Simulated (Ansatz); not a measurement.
Cartesian coordinates in Å:
```
C -1.343 -0.889 -0.293
N -1.258 0.338 -0.083
C -0.013 1.021 0.165
Al 1.545 -0.215 0.134
Te 0.306 -2.325 -0.345
H -2.312 -1.349 -0.474
H 0.085 1.827 -0.573
H -0.101 1.548 1.124
H 3.089 0.045 0.345
```

Charge 0, multiplicity 1. Te takes the def2 core potential.

Task: List the PBE0/def2-TZVPP orbital energies in eV (Ansatz 0.2.0). (Estimate.)

Result: Ansatz gave: Occupied: -1528.09, -391.80, -280.02, -278.77, -171.60, -120.55, -120.44, -120.38, -113.97, -74.07, -73.94, -73.85, -43.72, -43.68, -43.62, -43.53, -43.52, -26.17, -20.12, -17.77, -15.38, -12.96, -12.51, -11.97, -10.93, -9.27, -8.82, -7.79, -6.63, -6.60. Lowest empty: -1.39, -0.57, -0.39, 0.07, 0.47, 1.76, 2.42, 2.46.
